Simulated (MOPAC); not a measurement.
Input file for MOPAC: PM7 on CH5AlS (SMILES C[S][AlH2]), a point of a torsion scan.

```
PM7 1SCF PRECISE CHARGE=0 THREADS=1
CH5AlS

C      1.28699613 1     0.20665668 1     0.11021506 1
S      0.22345901 1    -1.12313667 1     0.81624617 1
Al    -1.57999316 1    -0.60931974 1    -0.31807492 1
H      0.83598844 1     0.62066516 1    -0.79462341 1
H      2.24621873 1    -0.24094314 1    -0.12722595 1
H      1.41558995 1     0.98194751 1     0.85894110 1
H     -3.00763754 1    -0.84794449 1     0.19715789 1
H     -1.38490391 1     0.08738935 1    -1.68281721 1
```

Program output:

```
*******************************************************************************
 **                                                                           **
 **                              MOPAC v23.2.5                                **
 **                                                                           **
 *******************************************************************************
 ** MOPAC's Digital Object Identifier: https://doi.org/10.5281/zenodo.6511958 **
 **                                                                           **
 ** Please cite the open-source release paper for use of this MOPAC version:  **
 ** J. E. Moussa and J. J. P. Stewart (2026)                                  **
 ** MOPAC: An open-source semiempirical molecular orbital program             **
 ** J. Open Source Softw., 11(119), 8025, https://doi.org/10.21105/joss.08025 **
 *******************************************************************************

                              PM7 CALCULATION RESULTS

 *******************************************************************************
 *  PM7        - The PM7 Hamiltonian to be used
 *
 *
 *
 *                 CHARGE ON SYSTEM = 0
 *
 *
 *
 *  PRECISE    - TIGHTER CRITERIA TO BE USED
 *  1SCF       - DO 1 SCF AND THEN STOP
 *  THREADS=1  - MULTI-THREADING NOT USED
 *  T=         - A TIME OF 172800.0 SECONDS REQUESTED
 *  DUMP=N     - RESTART FILE WRITTEN EVERY 7200.0 SECONDS REQUESTED
 *******************************************************************************
PM7 1SCF PRECISE CHARGE=0 THREADS=1
 CH5AlS

   ATOM   CHEMICAL          X               Y               Z
  NUMBER   SYMBOL      (ANGSTROMS)     (ANGSTROMS)     (ANGSTROMS)

     1       C          1.28699613  *   0.20665668  *   0.11021506  *
     2       S          0.22345901  *  -1.12313667  *   0.81624617  *
     3      Al         -1.57999316  *  -0.60931974  *  -0.31807492  *
     4       H          0.83598844  *   0.62066516  *  -0.79462341  *
     5       H          2.24621873  *  -0.24094314  *  -0.12722595  *
     6       H          1.41558995  *   0.98194751  *   0.85894110  *
     7       H         -3.00763754  *  -0.84794449  *   0.19715789  *
     8       H         -1.38490391  *   0.08738935  *  -1.68281721  *



          CARTESIAN COORDINATES

    NO.       ATOM           X           Y           Z

     1         C          1.2870      0.2067      0.1102
     2         S          0.2235     -1.1231      0.8162
     3        Al         -1.5800     -0.6093     -0.3181
     4         H          0.8360      0.6207     -0.7946
     5         H          2.2462     -0.2409     -0.1272
     6         H          1.4156      0.9819      0.8589
     7         H         -3.0076     -0.8479      0.1972
     8         H         -1.3849      0.0874     -1.6828

 General Reference for PM7:
 "Optimization of Parameters for Semiempirical Methods VI: More Modifications to the
 NDDO Approximations and Re-optimization of Parameters", J. J. P. Stewart, J. Mol. Mod., 1:32, 19 (2013)
 https://link.springer.com/article/10.1007/s00894-012-1667-x

           Empirical Formula: C H5 S Al  =     8 atoms



      MOLECULAR POINT GROUP   :   C1


      RHF CALCULATION, NO. OF DOUBLY OCCUPIED LEVELS = 9


 -------------------------------------------------------------------------------
 PM7 1SCF PRECISE CHARGE=0 THREADS=1
 CH5AlS



     1SCF WAS SPECIFIED, SO BFGS WAS NOT USED
     SCF FIELD WAS ACHIEVED


                              PM7 CALCULATION
                                                       MOPAC v23.2.5 Linux




          FINAL HEAT OF FORMATION =         32.65650 KCAL/MOL =     136.63481 KJ/MOL


          COSMO AREA              =        118.58 SQUARE ANGSTROMS
          COSMO VOLUME            =        108.88 CUBIC ANGSTROMS

          IONIZATION POTENTIAL    =         10.020929 EV
          HOMO LUMO ENERGIES (EV) =        -10.021 -1.626
          NO. OF FILLED LEVELS    =          9
          MOLECULAR WEIGHT        =         76.0920         POINT GROUP:  C1

          MOLECULAR DIMENSIONS (Angstroms)

            Atom       Atom       Distance
            H     7    H     5     5.29874
            H     8    S     2     2.93249
            H     6    S     2     1.78333


          SCF CALCULATIONS        =          1





   ATOM   CHEMICAL          X               Y               Z
  NUMBER   SYMBOL      (ANGSTROMS)     (ANGSTROMS)     (ANGSTROMS)

     1       C          1.28699613  *   0.20665668  *   0.11021506  *
     2       S          0.22345901  *  -1.12313667  *   0.81624617  *
     3      Al         -1.57999316  *  -0.60931974  *  -0.31807492  *
     4       H          0.83598844  *   0.62066516  *  -0.79462341  *
     5       H          2.24621873  *  -0.24094314  *  -0.12722595  *
     6       H          1.41558995  *   0.98194751  *   0.85894110  *
     7       H         -3.00763754  *  -0.84794449  *   0.19715789  *
     8       H         -1.38490391  *   0.08738935  *  -1.68281721  *

                             CARTESIAN COORDINATES

   1    C        1.286996130     0.206656680     0.110215060
   2    S        0.223459010    -1.123136670     0.816246170
   3   Al       -1.579993160    -0.609319740    -0.318074920
   4    H        0.835988440     0.620665160    -0.794623410
   5    H        2.246218730    -0.240943140    -0.127225950
   6    H        1.415589950     0.981947510     0.858941100
   7    H       -3.007637540    -0.847944490     0.197157890
   8    H       -1.384903910     0.087389350    -1.682817210


           Empirical Formula: C H5 S Al  =     8 atoms



      MOLECULAR POINT GROUP   :   C1


                  EIGENVALUES
 -28.73159 -22.84972 -15.37878 -15.21639 -14.38467 -13.36049 -12.41895 -10.28259
 -10.02093  -1.62580  -0.62472  -0.11851   0.12459   0.17208   0.22996   0.40741
   1.46862   2.56176   3.66069   4.90904   4.94266   5.85250  16.32157  16.41975
  16.90249  19.10461  20.10173


              NET ATOMIC CHARGES AND DIPOLE CONTRIBUTIONS

  ATOM NO.   TYPE          CHARGE      No. of ELECS.   s-Pop       p-Pop       d-Pop
    1          C          -0.406831        4.4068     1.05696     3.34987
    2          S          -0.198868        6.1989     1.85239     4.25173     0.09474
    3         Al           0.343247        2.6568     0.35910     1.62369     0.67396
    4          H           0.178502        0.8215     0.82150
    5          H           0.174577        0.8254     0.82542
    6          H           0.168744        0.8313     0.83126
    7          H          -0.127148        1.1271     1.12715
    8          H          -0.132222        1.1322     1.13222
 DIPOLE           X         Y         Z       TOTAL
 POINT-CHG.     1.131     1.253    -0.663     1.813
 HYBRID         0.855    -0.354     0.451     1.030
 SUM            1.986     0.898    -0.211     2.190


          ATOMIC ORBITAL ELECTRON POPULATIONS

     Atom    s        px        py        pz      x^2-y^2     xz        z^2       yz        xy
    1  C   1.05696   1.09220   1.08624   1.17142
    2  S   1.85239   1.36830   1.31803   1.56540   0.01612   0.02414   0.00960   0.01549   0.02940
    3 Al   0.35910   0.68170   0.32114   0.62085   0.18231   0.13623   0.14953   0.13350   0.07239
    4  H   0.82150
    5  H   0.82542
    6  H   0.83126
    7  H   1.12715
    8  H   1.13222

 **********************
 *                    *
 * JOB ENDED NORMALLY *
 *                    *
 **********************




 == MOPAC DONE ==
```

The run finished.

Cost: roughly 0.04 core-seconds.
